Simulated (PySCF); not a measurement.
C4H11BBrN (SMILES CCB(Br)N(C)C), singlet, at a GFN2-xTB geometry, atoms displaced at random by about 0.08 Å a coordinate; PySCF with B3LYP/STO-3G, gradient.

PySCF was given this input:
```python
from pyscf import gto, scf, dft

mol = gto.Mole()
mol.atom = '''
    B    -0.20154140    0.18732375   -0.35729925
    Br    0.45750150   -1.15717664    0.82452768
    C    -0.61236480   -0.16574970   -1.85796879
    C    -0.48351996   -1.56440012   -2.22796834
    H     0.08544093    0.54743701   -2.60116141
    H    -1.45583902    0.29403964   -2.16460280
    H    -1.24554895   -2.03007860   -1.77195052
    H     0.63095853   -2.00815491   -2.04952038
    H    -0.76126938   -1.69415693   -3.31911401
    N    -0.15327470    1.52944925    0.29330850
    C     0.11772339    1.95637610    1.54937042
    C    -0.53083818    2.75627650   -0.54540464
    H     1.22975092    2.62422242    1.58944576
    H    -0.76659469    2.50285451    2.06617074
    H     0.52252892    1.10789908    2.10164982
    H    -1.38736545    3.22357785   -0.25947995
    H     0.29115309    3.53942937   -0.70710397
    H    -0.79348559    2.38368911   -1.67695679
'''
mol.basis = 'sto-3g'
mol.verbose = 4
mol.build()

mf = dft.RKS(mol)
mf.xc = 'b3lyp'
mf.grids.level = 0
mf.kernel()
g = mf.nuc_grad_method()
g.grid_response = True
grad = g.kernel()
```

Output, abridged:

```
PySCF version 2.14.0

[INPUT] verbose = 4
[INPUT] num. atoms = 18
[INPUT] num. electrons = 82
[INPUT] charge = 0
[INPUT] spin (= nelec alpha-beta = 2S) = 0
[INPUT] symmetry False subgroup None
[INPUT] Mole.unit = angstrom
[INPUT] Symbol           X                Y                Z      unit          X                Y                Z       unit  Magmom
[...]
nuclear repulsion = 499.810491352572
number of shells = 37
number of NR pGTOs = 177
number of NR cGTOs = 59
basis = sto-3g
ecp = {}

******** <class 'pyscf.dft.rks.RKS'> ********
method = RKS
initial guess = minao
damping factor = 0
level_shift factor = 0
DIIS = <class 'pyscf.scf.diis.CDIIS'>
diis_start_cycle = 1
diis_space = 8
diis_damp = 0
SCF conv_tol = 1e-09
SCF conv_tol_grad = None
SCF max_cycles = 50
direct_scf = True
direct_scf_tol = 1e-13
XC library pyscf.dft.libxc version 7.1.2
    S. Lehtola, C. Steigemann, M. J. T. Oliveira, and M. A. L. Marques,  SoftwareX 7, 1–5 (2018)
XC functionals = b3lyp
    P. J. Stephens, F. J. Devlin, C. F. Chabalowski, and M. J. Frisch,  J. Phys. Chem. 98, 11623 (1994)
radial grids:
    Treutler-Ahlrichs [JCP 102, 346 (1995); DOI:10.1063/1.469408] (M4) radial grids

becke partition: Becke, JCP 88, 2547 (1988); DOI:10.1063/1.454033
pruning grids: <function nwchem_prune>
grids dens level: 0
symmetrized grids: False
atomic radii adjust function: <function treutler_atomic_radii_adjust>
small_rho_cutoff = 0
Set gradient conv threshold to 3.16228e-05
Initial guess from minao.
tot grids = 15760
init E= -2778.72799876211
[...]
cycle= 1 E= -2781.64068205203  delta_E= -2.91  |g|=  0.4  |ddm|=  5.1
[...]
cycle= 2 E= -2781.67114200148  delta_E= -0.0305  |g|= 0.369  |ddm|= 1.48
[...]
cycle= 3 E= -2781.71990859183  delta_E= -0.0488  |g|= 0.0825  |ddm|= 0.667
[...]
cycle= 4 E= -2781.72221409739  delta_E= -0.00231  |g|= 0.0252  |ddm|= 0.15
[...]
cycle= 5 E= -2781.72240986346  delta_E= -0.000196  |g|= 0.00612  |ddm|= 0.0408
[...]
cycle= 6 E= -2781.72242242028  delta_E= -1.26e-05  |g|= 0.00138  |ddm|= 0.0107
[...]
cycle= 7 E= -2781.7224231379  delta_E= -7.18e-07  |g|= 0.000231  |ddm|= 0.00264
[...]
cycle= 8 E= -2781.72242315898  delta_E= -2.11e-08  |g|= 3.76e-05  |ddm|= 0.00045
[...]
cycle= 9 E= -2781.72242315951  delta_E= -5.34e-10  |g|= 1.42e-05  |ddm|= 7.58e-05
[...]
Extra cycle  E= -2781.72242315951  delta_E= 7.28e-12  |g|= 1.33e-05  |ddm|= 3.56e-05
converged SCF energy = -2781.72242315951

******** <class 'pyscf.grad.rks.Gradients'> for <class 'pyscf.dft.rks.RKS'> ********
unit = Eh/Bohr
grid_response = True
--------------- RKS gradients ---------------
         x                y                z
0 B    -0.0149413493    -0.0335331039    -0.0435143780
1 Br     0.0035728327     0.0054292521     0.0038577116
2 C    -0.1304973831    -0.1025993612     0.0078419571
3 C    -0.1011157555     0.0303586871     0.0896367552
4 H     0.0210938338     0.0457342702    -0.0475276777
5 H     0.0956634063    -0.0248306844     0.0132750021
6 H     0.0593536764     0.0673668616    -0.0578678522
7 H     0.0704825663    -0.0192982413     0.0051701369
8 H    -0.0167952443    -0.0018358533    -0.0151320469
9 N     0.0482986625     0.0189376075     0.1672992831
10 C    -0.1034921154    -0.0679596079    -0.1212203853
11 C    -0.0645343526     0.0603742284     0.1236984629
12 H     0.0835555682     0.0246688688     0.0049544857
13 H    -0.0329362610     0.0144654158     0.0106206796
14 H     0.0160676662     0.0160325489    -0.0204464085
15 H     0.0702202799    -0.0390957168    -0.0395150751
16 H     0.0143754198     0.0241190514    -0.0159004144
17 H    -0.0183714508    -0.0183342232    -0.0652302360
----------------------------------------------
```
